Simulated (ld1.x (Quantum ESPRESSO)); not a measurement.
# cobalt: variants of one RRKJ potential

Base potential:

* Element: cobalt (Co)
* Generator: ld1.x (Quantum ESPRESSO) 7.5
* Type: norm-conserving RRKJ (Kleinman–Bylander form)
* Functional: PBEsol
* Relativity: scalar-relativistic
* Frozen core: [Ar]
* Valence charge: 9
* Reference configuration: 3d7 4s2 4p0
* Partial waves: 4s (bound): rc 2.50 bohr; 4p (bound, empty): rc 3.25 bohr; 3d (bound): rc 1.15 bohr
* Local potential: the d channel
* Core correction: none
* rho0: 0.01

All-electron outer shells of the reference configuration (PBEsol, scalar-relativistic, ld1.x):

| shell | level (eV) | outermost node (bohr) | outermost maximum (bohr) |
| --- | --- | --- | --- |
| 3s | -102.14 | 0.31 | 0.66 |
| 3p | -65.51 | 0.28 | 0.68 |
| 3d | -8.23 | – | 0.66 |
| 4s | -5.49 | 0.96 | 2.32 |
| 4p | -1.25 | 1.05 | 3.21 |

Cutoffs, loose and tight: the cutoffs (Ry, on a coarse ladder) from which the occupation-weighted sum of valence levels, in a spherical-Bessel basis at the reference potential, stays within 10 and 1 mRy of its value at 400 Ry. They do not see the model core or the augmentation charge, which bear on the density cutoff. Test errors are all-electron minus pseudo excitation energies from the reference, over the configurations 3d7 4s1 4p0; 3d7 4s0 4p0; 3d6 4s0 4p0; 3d6 4s2 4p1; 3d7 4s1.5 4p0; 3d7 4s0 4p1; 3d7.5 4s1.5 4p0. A dash means not determined; rows that change the core or the reference have their own tests. The largest error is taken over the tests solved by every variant that gives reliable tests at all: 3d6 4s0 4p0; 3d7 4s0 4p0; 3d7 4s1 4p0; 3d7 4s1.5 4p0; 3d7.5 4s1.5 4p0.

A true bound ghost makes a file unfit for plane-wave use even where its test errors are small: the radial tests pick states by their node count and pass the ghost by. Where a test does run into it, the solver fails or the error is huge.

On the changes marked as counting shells twice: ld1.x takes every shell without a wave as core, so the model core holds the marked electrons as well and exchange and correlation see them twice. This cancels in the reference configuration, but the file is broken for other ones, and its errors say nothing about a proper core correction.

| change | outcome | cutoff, loose | cutoff, tight | bound ghosts | largest test error (meV) |
| --- | --- | --- | --- | --- | --- |
| base | generated | 180 Ry | 260 Ry | s, p | +27 |
| local potential all-electron potential smoothed inside 2.40 bohr (lloc = -2) | generated | 140 Ry | 180 Ry | none | -227 |
| type ultrasoft; waves now 4s (bound): rcut 2.15, rcutus 2.50 bohr; 4s channel at 0.1 Ry: rcut 2.15, rcutus 2.50 bohr; 4p (bound): rcut 2.85, rcutus 3.25 bohr; 4p channel at 4.6 Ry: rcut 2.85, rcutus 3.25 bohr; 3d (bound): rcut 1.00, rcutus 1.15 bohr; 3d channel at 0.9 Ry: rcut 1.00, rcutus 1.15 bohr; local potential all-electron potential smoothed inside 2.90 bohr (lloc = -1); augmentation PSQ, inside the norm-conserving radii; rho0 0 | generated | 90 Ry | 140 Ry | none | -315 |
| reference 3d7 4s1.5 4p0.5 | generated | 180 Ry | 260 Ry | s, p | -58 |
| wave 4p (bound): rc 3.25 bohr becomes 4p (bound): rc 2.34 bohr | generated | 180 Ry | 260 Ry | s, p | +27 |
| all radii scaled by about 1.03 (s 2.58, p 3.36, d 1.20 bohr) | generated | 160 Ry | 260 Ry | s, p | -21 |
| wave 4s (bound): rc 2.50 bohr becomes 4s (bound): rc 3.40 bohr | generated | 180 Ry | 260 Ry | s, p | -327 |
| wave 3d (bound): rc 1.15 bohr becomes 3d (bound): rc 0.86 bohr | generated | 260 Ry | 300 Ry | s, p | +45 |
| core [Ne], valence charge 17; reference 3s2 3p6 3d8 4s1 4p0; waves now 3p (bound): rc 0.85 bohr; 3d (bound): rc 1.65 bohr; 3s (bound): rc 0.85 bohr; local potential the s channel; core correction a·sin(br)/r model core inside 0.60 bohr (4s counted twice) | generated | 200 Ry | over 300 Ry | none | -537 |
| type TM; local potential the s channel; rho0 0 | generated | 180 Ry | 260 Ry | none | -317 |

Task: What comes out with this change to the base: core correction a·sin(br)/r model core inside 1.08 bohr?

Result: outcome: generated; cutoff, loose: 180 Ry; cutoff, tight: 260 Ry; bound ghosts: s, p; largest test error (meV): -196.
